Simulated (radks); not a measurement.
Values are calculated unless marked as measured or tabulated.
Question: The table gives one normalised radial function P(r) = r R(r) of Zn17+ in [Ne] 3s2 3p1 (r in bohr). Code: a radial shooting solver on a logarithmic mesh with Libxc functionals. Model: scalar-relativistic Kohn-Sham, PBE, spin-polarised, spherical densities, finite nucleus; open shells are filled with parallel spins first; Fermi nuclear charge, rms radius 3.9283 fm.

r	P
0.005097	0.2194
0.005701	0.2401
0.006377	0.2621
0.007132	0.2853
0.007914	0.3079
0.008852	0.3330
0.009901	0.3588
0.01107	0.3849
0.01239	0.4107
0.01385	0.4356
0.0155	0.4588
0.01733	0.4793
0.01939	0.4960
0.02151	0.5070
0.02406	0.5123
0.02691	0.5093
0.0301	0.4962
0.03367	0.4709
0.03766	0.4316
0.04212	0.3765
0.04712	0.3043
0.0527	0.2142
0.05848	0.1145
0.06541	-0.0089
0.07316	-0.1464
0.08183	-0.2933
0.09153	-0.4432
0.1024	-0.5875
0.1145	-0.7154
0.1281	-0.8146
0.1433	-0.8721
0.159	-0.8768
0.1778	-0.8196
0.1989	-0.6909
0.2224	-0.4893
0.2488	-0.2212
0.2783	0.0987
0.3113	0.4469
0.3482	0.7931
0.3894	1.1031
0.4321	1.3295
0.4833	1.4818
0.5406	1.5238
0.6046	1.4545
0.6763	1.2909
0.7564	1.0642
0.8461	0.8125
0.9464	0.5715
1.059	0.3676
1.175	0.2235
1.314	0.1179
1.469	0.0552
1.644	0.0227
1.838	0.0081

Which n and l does it have? It may be an empty orbital.

Answer: n = 3, l = 0: the number of nodes gives n - l - 1 = 2, the rise at small r (about r^(l+1)) gives l, and the extent must fit the shell. The curve is that of 3s down; the table hardly tells the two spins apart. 3s down: eigenvalue -637.29 eV, 2 radial nodes at r = 0.0649, 0.269 bohr, <r> = 0.570 bohr, 90 % of the charge inside 0.829 bohr.
